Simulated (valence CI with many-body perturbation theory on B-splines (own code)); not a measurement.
Cl XI: what the settings do

Calculated by configuration interaction combined with many-body perturbation theory (CI+MBPT): five valence electrons over a frozen Dirac-Fock core [He], a basis of 6 s, 6 p, 5 d, 3 f, 1 g functions for each j, with the one-electron correlation potential Σ1, the two-electron term Σ2, the three-electron term Σ3, Breit, model QED; selected CI, second order for the rest, scaled by the run's own slope (own B-spline code, finite nucleus).

No measured spectrum was set against this ion. As an estimate, levels of excited configurations hold to 0.05 to 0.15 % of their energy, terms of the ground configuration to about 0.5 %. Among the levels kept, up to 2400 cm⁻¹ of a level comes from second order outside the variational space, and about a tenth of that is noise between levels of different J, which matters for small intervals.

The reference run has the lowest level 2s2.2p3 4S°_3/2 and an ionisation energy of 529.676 eV. Its largest variational space holds 12121 state functions.

| Level | Reference (cm⁻¹) | Shift (cm⁻¹) |
| --- | --- | --- |
| 2s2.2p3 2D°_3/2 | 89321 | -57 |
| 2s2.2p3 2D°_5/2 | 91338 | -96 |
| 2s2.2p3 2P°_1/2 | 138673 | -45 |
| 2s2.2p3 2P°_3/2 | 141715 | -81 |
| 2s.2p4 4P_5/2 | 412172 | +1027 |
| 2s.2p4 4P_3/2 | 421422 | +1003 |
| 2s.2p4 4P_1/2 | 426062 | +998 |
| 2s.2p4 2D_3/2 | 567702 | +954 |
| 2s.2p4 2D_5/2 | 568026 | +943 |
| 2s.2p4 2S_1/2 | 662867 | +940 |
| 2s.2p4 2P_3/2 | 692018 | +960 |
| 2s.2p4 2P_1/2 | 704014 | +957 |

The ionisation energy moves by -0.220 eV.

(1) Which of these changes was made?
A. factor on the speed of light 1 → 10; QED terms on → off
B. size limit of the variational space 10000 → 3000; scale of Σ1 1 → 0
C. highest l with Σ1, explicit Σ2 and valence Breit (higher l get mean screening factors) 3 → 0

Results:

(1) B. size limit of the variational space 10000 → 3000; scale of Σ1 1 → 0.
